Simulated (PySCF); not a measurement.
Computed IR spectrum (relative IR intensity) of a molecule C₃H₅FOSi. Coordinates come from a PBE-D3(BJ)/def2-SVP optimisation. One conformer was computed; it need not be the lowest. Computed with PySCF with PBE-D3(BJ)/def2-SVP. Frequencies are harmonic and unscaled.

Lines under 2 % of the strongest are left out, and lines within 2 cm⁻¹ are merged.

ν (cm⁻¹): 303 (w), 388 (vw), 499 (m), 648 (m), 671 (w), 688 (w), 754 (m), 833 (m), 846 (m), 901 (m), 910 (vs), 983 (vw), 1026 (s), 1124 (m), 1268 (w), 1407 (vw), 1585 (m), 2226 (s), 2929 (m), 2963 (w), 3086 (w) (against the strongest line: vs over 80 %, s over 45 %, m over 15 %, w over 4 %, vw less)

Q: Which structure fits?
(A) O=C1CC[Si@H]1F
(B) FC=C=CO[SiH3]
(C) F[SiH2][C@@H]1C=CO1
(D) F[Si@H]1C=CCO1

A: D, F[Si@H]1C=CCO1
